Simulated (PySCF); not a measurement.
Work out the structure from these simulated measurements.

Formula: C8H7FO.

| Property | Result |
| --- | --- |
| Rotational structure | rotational constants A, B, C: 2.245, 1.196, 0.784 GHz [PBE0-D3(BJ)/def2-SVP] |
| Triplet | lowest triplet excitation (Tamm–Dancoff): 3.78 eV [TDA wB97X-D/def2-SVPD] |
| NMR, other nuclei | isotropic shieldings of nuclei other than C and H, by class: -88 (1 O), 122 (1 F) ppm [GIAO PBE/pcSseg-1] |
| UV, first state | lowest singlet excitation: 4.89 eV (254 nm, f = 0.048) [TDDFT wB97X-D/def2-SVPD] |
| 13C NMR | chemical shifts (computed TMS as zero) by class: 163.1 (1 C), 146.2 (1 C), 139.2 (1 C), 137.5 (1 C), 136.1 (1 C), 129.9 (1 C), 126.8 (1 C), 27.1 (1 C) ppm [GIAO PBE/pcSseg-1] |
| Dipole | 3.80 D [wB97X-D/def2-SVPD] |
| UV, strongest line | among the 10 lowest singlet transitions: S4 at 6.62 eV (187 nm, f = 0.450) [TDDFT wB97X-D/def2-SVPD] |

Gas-phase values; electronic properties from PySCF, density fitting. Levels stand in brackets. The structure is a single PBE0-D3(BJ)/def2-SVP conformer in the gas phase; no vibrational or solvent corrections. Each NMR value is the plain mean over a class of atoms that symmetry, rotation or inversion makes alike.

Question: Give a SMILES that accounts for the data.

Answer: Numbering: `[CH3:1][c:2]1[cH:3][cH:4][cH:5][cH:6][c:7]1[C:8](=[O:9])[F:10]`. Its formula, C8H7FO, gives 5 degrees of unsaturation: 1 ring and 4 π bonds in the structure found (Kekulé form). 8 carbons fall into 8 classes; from least to most shielded: acyl halide carbon [C8] (163.1 ppm), substituted aromatic carbon [C2] (146.2 ppm), aromatic CH carbon [C6] (139.2 ppm), aromatic CH carbon [C4] (137.5 ppm), aromatic CH carbon [C3] (136.1 ppm), aromatic CH carbon [C5] (129.9 ppm), substituted aromatic carbon [C7] (126.8 ppm), benzylic-type carbon [C1] (27.1 ppm). The other shieldings belong to: -88 ppm, carbonyl oxygen [O9]; 122 ppm, acyl fluorine [F10]. By its constants the optimised geometry is an asymmetric top. Structure: `Cc1ccccc1C(=O)F`. Computed isomers that give other values at the same levels: `O=Cc1ccc(CF)cc1` (rotational constant A: 4.585 GHz; this holds for the one conformer computed); `CC(=O)c1cccc(F)c1` (rotational constant A: 2.540 GHz; this holds for the one conformer computed); `CC(=O)c1ccc(F)cc1` (rotational constant A: 3.685 GHz; this holds for the one conformer computed). The assignments are read from this structure; whether some other isomer fits the data as well wasn't checked.

Conformer computed: `[CH3:1][c:2]1[cH:3][cH:4][cH:5][cH:6][c:7]1[C:8](=[O:9])[F:10]`: C6–C7–C8–O9 1°.
